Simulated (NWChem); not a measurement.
SiSbH$_{5}$; SMILES [SiH3][SbH2]

```xyz
7

Sb     0.0180     0.6627     0.0211
H     -1.2247     0.6700     1.2050
H     -1.1383     0.6858    -1.2472
Si     0.0335    -1.9222     0.0053
H      0.8106    -2.3914    -1.1827
H     -1.3393    -2.5086    -0.0495
H      0.7203    -2.4066     1.2417
```
Atoms are numbered in this order, from 1.

Results from NWChem. STO-3G and 3-21G are far too small for this property and stand as cheap habits. Structure relaxed at the PBE0/def2-SVP level. def2 effective core potentials on Sb; no spin-orbit coupling. Field at 589 nm.

### Question
Among these, which level gives the highest value of “isotropic polarisability (bohr³)”?
(A) B3LYP/def2-SVPD (core potentials)
(B) B3LYP/def2-SVP (core potentials)
(C) B3LYP/STO-3G (all-electron, non-relativistic)

### Answer
A, B3LYP/def2-SVPD (core potentials). Values: B3LYP/STO-3G (all-electron, non-relativistic) 32.6; B3LYP/def2-SVP (core potentials) 70.8; B3LYP/def2-SVPD (core potentials) 83.6
